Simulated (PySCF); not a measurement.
Correlation energy of Sr(2+) (strontium, charge +2)

Starting occupation: [Kr]. All numbers are calculated (PySCF 2.14, X2C-1e with screened-nucleus spin-orbit coupling, Gaussian nucleus, in x2c-TZVPPall-2c with one added diffuse shell each of s, p, d, f type (9s10p8d3f1g, 109 functions)). Frozen: [Ne]; 26 electrons correlated; the 4 highest virtual spinors left out.

MP2 pair energies summed by pair of shells (mhartree):

```tsv
pair	energy	share (%)
3d3/2-3d5/2	-74.39	13.7
4p3/2-4p3/2	-60.50	11.2
4p1/2-4p3/2	-58.55	10.8
3d5/2-3d5/2	-48.55	9.0
3d5/2-3p3/2	-40.71	7.5
3d3/2-3p3/2	-27.99	5.2
4p3/2-4s1/2	-22.92	4.2
3d5/2-3p1/2	-21.06	3.9
3d3/2-3d3/2	-20.00	3.7
4p1/2-4p1/2	-15.28	2.8
3d5/2-3s1/2	-14.40	2.7
3d5/2-4p3/2	-13.35	2.5
3d3/2-3p1/2	-13.24	2.4
4p1/2-4s1/2	-11.40	2.1
3p1/2-3p3/2	-10.67	2.0
3d3/2-3s1/2	-9.64	1.8
3p3/2-3p3/2	-9.57	1.8
3d3/2-4p3/2	-8.45	1.6
4s1/2-4s1/2	-6.88	1.3
3p3/2-3s1/2	-6.65	1.2
3d5/2-4p1/2	-6.60	1.2
3d5/2-4s1/2	-6.38	1.2
3p3/2-4p3/2	-4.87	0.9
3d3/2-4p1/2	-4.75	0.9
3d3/2-4s1/2	-4.19	0.8
3p1/2-3s1/2	-3.38	0.6
3p3/2-4p1/2	-2.87	0.5
3p1/2-4p3/2	-2.54	0.5
3p3/2-4s1/2	-2.51	0.5
3p1/2-3p1/2	-2.21	0.4
```

Total MP2 correlation energy: -541.24 mhartree.

The virtual space was cut to 108 spinors, which keep -533.92 of the -541.24 mhartree of MP2 correlation.

```json
{"level": "CCSD", "correlation energy (mhartree)": "-512.49"}
```

Diagnostics: T1 = 0.0016, largest double amplitude 0.026.

Is a single reference adequate?

Yes: T1 lies below 0.03 and no double amplitude reaches 0.07.

This basis was not built for core-valence correlation, so the inner-shell part is incomplete.
